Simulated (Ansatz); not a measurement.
`CSB(F)F` + HI → `FB(F)I` + CH₃SH at 700 K and 1 bar (ligand exchange at a B–S bond).

Isolated molecules relaxed with PBE0-D4/def2-TZVP in Ansatz; ΔE leaves out vibrations. CBS: MP2 limit from def2 TZ/QZ plus the TZ coupled-cluster correction, frozen cores. This one scheme is used for every species. Elements past krypton have def2 core potentials. For I outer-core shells are correlated without core-valence functions, which leaves a few kJ/mol of doubt a bond. One conformer a species, not always the lowest.

| species | CCSD(T)/CBS energy (Eh) | H − E (kJ/mol) | S (J/(mol·K)) |
| --- | --- | --- | --- |
| `CSB(F)F` | -662.16308 | 192.0 | 423.9 |
| HI | -298.03592 | 34.6 | 231.7 |
| `FB(F)I` | -521.96394 | 66.3 | 352.6 |
| CH₃SH | -438.22835 | 160.2 | 309.0 |

H − E and S are ideal-gas, rigid-rotor, harmonic terms from PBE0-D4/def2-TZVP, for one conformer and one mirror image of each species. 1 Eh = 2625.50 kJ/mol, R = 8.31446 J/(mol·K).

Task: By hand: ΔE, ΔH, ΔS and ΔG.

Result: ΔE = (-521.96394) + (-438.22835) − (-662.16308) − (-298.03592) = 0.00671 Eh = 17.6 kJ/mol. Δ(H − E) = 66.3 + 160.2 − 192.0 − 34.6 = -0.1, so ΔH = 17.5 kJ/mol. ΔS = 352.6 + 309.0 − 423.9 − 231.7 = 6.0 J/(mol·K). ΔG = 17.5 − 700 × (6.0)/1000 = 13.3 kJ/mol.

Task: By hand: the equilibrium constant, and the temperature at which ΔG would vanish if ΔH and ΔS stayed fixed.

Result: log₁₀ K = −ΔG/(RT ln 10) = -1.0. ΔG = 0 at ΔH/ΔS = 2917 K, far beyond where these terms or the molecules hold.

The number of gas molecules stays the same, so ΔS is small and ΔH decides. A doubt of 5 kJ/mol in ΔE shifts log₁₀ K by 0.4 here. Other conformers and mirror images would add mixing entropy, several J/(mol·K) or more a flexible species. These are equilibria of isolated gas molecules and say nothing of rates. Largest T1 diagnostic: 0.012 (customary marks: 0.02 for closed shells, 0.045 for open ones).
